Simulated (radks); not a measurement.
The nuclear charge of neutral neodymium is varied continuously with 60 electrons held in [Xe] 4f4 6s2. Calculated with a radial shooting solver on a logarithmic mesh with Libxc functionals: Dirac Kohn-Sham, PBE, spin-unpolarised, spherical densities, finite nucleus; open shells are shared between the two j in proportion to 2j + 1; Fermi nuclear charge, rms radius 4.9123 fm. By the Hellmann-Feynman theorem dE/dZ = E(electron-nucleus)/Z, the electronic potential at the nucleus (averaged over a nucleus of fixed radius).

| Z | E (hartree) | E(electron-nucleus)/Z (hartree) | HOMO | e(HOMO) (eV) | <r> HOMO (bohr) |
|---|---|---|---|---|---|
| 60 | -9629.3494 | -392.114 | 4f7/2 | -1.578 | 1.142 |
| 60.2 | -9707.9631 | -394.021 | 4f7/2 | -3.990 | 1.086 |
| 60.4 | -9786.9577 | -395.924 | 6s1/2 | -5.811 | 4.087 |
| 60.6 | -9866.3328 | -397.826 | 6s1/2 | -7.081 | 3.940 |
| 60.8 | -9946.0881 | -399.727 | 6s1/2 | -8.418 | 3.808 |
| 61 | -10026.2237 | -401.628 | 6s1/2 | -9.818 | 3.690 |

 No converged solution with all levels bound was reached at Z = 59.8.
